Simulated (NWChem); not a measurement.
Species: C₃H₈NO cation; SMILES CN(C)C=[OH+]

```xyz
13

C     -1.4469     0.4610     0.0043
N      0.0208     0.3874     0.0018
C      0.7516     1.6614     0.0001
C      0.6637    -0.7499     0.0004
O      0.0121    -1.8832     0.0015
H     -1.7745     1.0157     0.9055
H     -1.8830    -0.5515     0.0073
H     -1.7781     1.0133    -0.8970
H      1.8417     1.4822    -0.0062
H      0.4766     2.2392     0.9042
H      0.4670     2.2421    -0.8990
H      1.7691    -0.7351    -0.0016
H      0.6156    -2.6562     0.0007
```
Atoms are numbered in this order, from 1.

Geometry: optimised at PBE-D3(BJ)/def2-SVP. Not confirmed as a minimum by frequencies.

 Unshifted, non-relativistic core excitations; the lowest 4 roots alone, so stronger bands may lie above.

Task: List the first N K-edge excitations from B3LYP/6-311G** (spherical d), restricted-window TDA (NWChem).

Result: 
| state | energy (eV) | dipole oscillator strength | leading excitation (squared amplitude) |
|---|---|---|---|
| S1 | 388.4 | 0.0319 | 1s of atom 2 or its equivalents → LUMO (1.00) |
| S2 | 391.7 | 0.0014 | 1s of atom 2 or its equivalents → LUMO+1 (0.97) |
| S3 | 392.8 | 0.0006 | 1s of atom 2 or its equivalents → LUMO+2 (0.98) |
| S4 | 393.2 | 0.0015 | 1s of atom 2 or its equivalents → LUMO+3 (0.96) |
